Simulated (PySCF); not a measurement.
Ga(H)(Cl)(vinyl) (C2H4ClGa), SMILES [GaH]([CH]=C)[Cl]. Geometry: TPSSh-D3(BJ)/def2-SVP. One conformer was computed; it need not be the lowest.

The numbers are results of TPSSh-D3(BJ)/def2-SVP run with PySCF, not measurements.

Harmonic wavenumbers (cm⁻¹): 111, 113, 302, 376, 402, 536, 575, 624, 995, 1014, 1045, 1270, 1420, 1641, 2018, 3108, 3136, 3204. Rotational constants (GHz): 5.411, 2.659, 1.783; symmetry number 1.

### Question
Work out the zero-point energy and the ideal-gas rigid-rotor harmonic-oscillator thermochemistry at 298.15 K and 1 atm.

### Answer
ZPE = ½ Σ hcν = ½ × 21891 cm⁻¹ = 31.29 kcal/mol. H − E(el) = 35.63 kcal/mol. Entropy in cal/(mol K): translation 40.57, rotation 26.93, vibration 11.68, total 79.19. G − E(el) = 12.02 kcal/mol. Cp = 21.12 cal/(mol K). Modes under 150 cm⁻¹ make the vibrational entropy uncertain.
